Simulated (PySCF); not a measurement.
This PySCF input asks for the NMR shieldings of `InChI=1S/C2H13O2PSi3/c1-3-7-5-8(2)4-6/h5,8H,7H2,1-2,6H3/t8-/m1/s1`; the geometry comes from GFN2-xTB.

```python
import basis_set_exchange as bse
import numpy as np
from pyscf import gto, dft
from pyscf.prop import nmr

atoms = """
C     3.614348   -0.925465    0.685060
O     2.407057   -0.521993    0.113689
Si    2.090465    0.918644   -0.559045
P     0.037937    0.583683   -1.317236
Si   -1.039500    0.335325    0.633560
C    -0.917472   -1.494319    1.122812
O    -2.591936    0.770427    0.420655
Si   -4.007045    0.686830   -0.365402
H     3.905976   -0.249658    1.491570
H     3.482096   -1.930823    1.085807
H     4.409454   -0.936351   -0.063048
H     2.995029    1.212379   -1.678470
H     2.287438    1.985909    0.435746
H    -0.227599    1.932284   -1.465125
H    -0.648182    1.234846    1.727680
H     0.121916   -1.787816    1.228726
H    -1.424778   -1.693595    2.061919
H    -1.363198   -2.128778    0.360535
H    -4.746425    1.832530    0.158212
H    -4.628033   -0.590678   -0.015443
H    -3.766468    0.783562   -1.803552
"""
names = dict.fromkeys(["C", "O", "Si", "P", "H"], "pcSseg-1")
basis = {el: gto.basis.parse(bse.get_basis(n, elements=[el], fmt="nwchem")) for el, n in names.items()}
mol = gto.M(atom=atoms, basis=basis, charge=0, verbose=0)
mf = dft.RKS(mol, xc="PBE0")
mf.grids.level = 2
mf.grids.alignment = dft.numint.BLKSIZE   # the property module wants whole blocks of grid points
mf.conv_tol = 1e-9
mf.kernel()

calc = nmr.RKS(mf)   # GIAO
C = mf.mo_coeff
Co = C[:, mf.mo_occ > 0]
resp = mf.gen_response(singlet=True, hermi=2)
def vind(x):   # induced exchange potential for any number of trial vectors
    d = np.einsum("pi,xij,qj->xpq", C, 2 * x.reshape(-1, C.shape[1], Co.shape[1]), Co, optimize=True)
    return np.einsum("xpq,pi,qj->xij", resp(d - d.transpose(0, 2, 1)), C, Co, optimize=True).ravel()
mo1, _ = nmr.rhf.solve_mo1(calc, with_cphf=vind)
sigma = calc.kernel(mo1)
for i, s in enumerate(sigma):   # ppm
    w = np.linalg.eigvalsh((s + s.T) / 2)
    print("%2d %-2s iso %8.1f  s11 %8.1f  s22 %8.1f  s33 %8.1f" % (i, mol.atom_pure_symbol(i), w.mean(), *w))
```

Question: Give the expected output.

Answer: 
```
 0 C  iso    131.5  s11    102.8  s22    105.0  s33    186.6
 1 O  iso    338.0  s11    296.4  s22    350.5  s33    367.2
 2 Si iso    359.0  s11    297.5  s22    337.0  s33    442.3
 3 P  iso    626.1  s11    536.5  s22    615.1  s33    726.8
 4 Si iso    342.3  s11    297.6  s22    347.6  s33    381.7
 5 C  iso    182.1  s11    170.1  s22    182.9  s33    193.4
 6 O  iso    302.4  s11    215.2  s22    334.8  s33    357.3
 7 Si iso    393.5  s11    356.4  s22    361.6  s33    462.7
 8 H  iso     28.2  s11     24.1  s22     25.6  s33     34.9
 9 H  iso     27.8  s11     23.2  s22     25.8  s33     34.5
10 H  iso     28.1  s11     23.9  s22     25.4  s33     35.1
11 H  iso     26.4  s11     22.8  s22     24.5  s33     31.8
12 H  iso     26.3  s11     22.9  s22     24.9  s33     30.9
13 H  iso     31.5  s11     25.6  s22     28.3  s33     40.5
14 H  iso     25.9  s11     22.2  s22     25.3  s33     30.1
15 H  iso     31.5  s11     25.8  s22     30.6  s33     38.1
16 H  iso     31.2  s11     26.9  s22     27.9  s33     38.6
17 H  iso     31.2  s11     27.8  s22     29.0  s33     36.6
18 H  iso     26.7  s11     22.9  s22     24.7  s33     32.4
19 H  iso     26.6  s11     22.8  s22     25.2  s33     31.8
20 H  iso     26.6  s11     22.5  s22     26.1  s33     31.1
```

These numbers come from an equivalent density-fitted implementation of the same equations, which agrees with the script to about 0.01 ppm for H and up to a few tenths of a ppm for heavy atoms, so last digits may differ.

Size and cost of the density-fitted run: 229 basis functions, 44 s wall time on 1 thread of an Arm Neoverse V2, shared host; peak memory 1.1 GiB.
